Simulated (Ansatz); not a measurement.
Species: sum formula AlNH2Br2, net charge 0, singlet state. 
Coordinates optimised at B3LYP-D3(BJ)/def2-TZVP (Ansatz, a program for electronic structure):
SMILES: [NH2][Al]([Br])[Br]
```xyz
6

N     -2.3982    -0.2996     0.0311
Al    -0.6608    -0.0826     0.0086
Br     0.2039     1.9876    -0.1597
Br     0.6905    -1.8759     0.1481
H     -3.0661     0.4526    -0.0272
H     -2.8589    -1.1928     0.1039
```
Charge 0, spin multiplicity 1.

Basis-set convergence of Hartree-Fock and CCSD correlation energies (hartree) with Ansatz. Correlated levels leave the core frozen unless marked. No spin-orbit coupling. Frozen are the shells of the preceding noble gas and the d and f shells that filled before the atom's block. No relativistic terms.

```json
[
 {"basis": "def2-SVP", "functions": "106", "E(HF)": "-5441.80941", "E(corr, CCSD)": "-0.49620"},
 {"basis": "def2-TZVPP", "functions": "197", "E(HF)": "-5442.59598", "E(corr, CCSD)": "-0.63938"},
 {"basis": "def2-QZVPP", "functions": "365", "E(HF)": "-5442.70438", "E(corr, CCSD)": "-0.69249"}
]
```

Extrapolating the two largest sets (X = 3 and 4) as X^-3: E(corr) = (64·(-0.69249) - 27·(-0.63938))/37 = -0.7312 Eh, an estimate of the basis-set limit. The largest set recovers 94.7 % of it, the smallest 67.9 %.
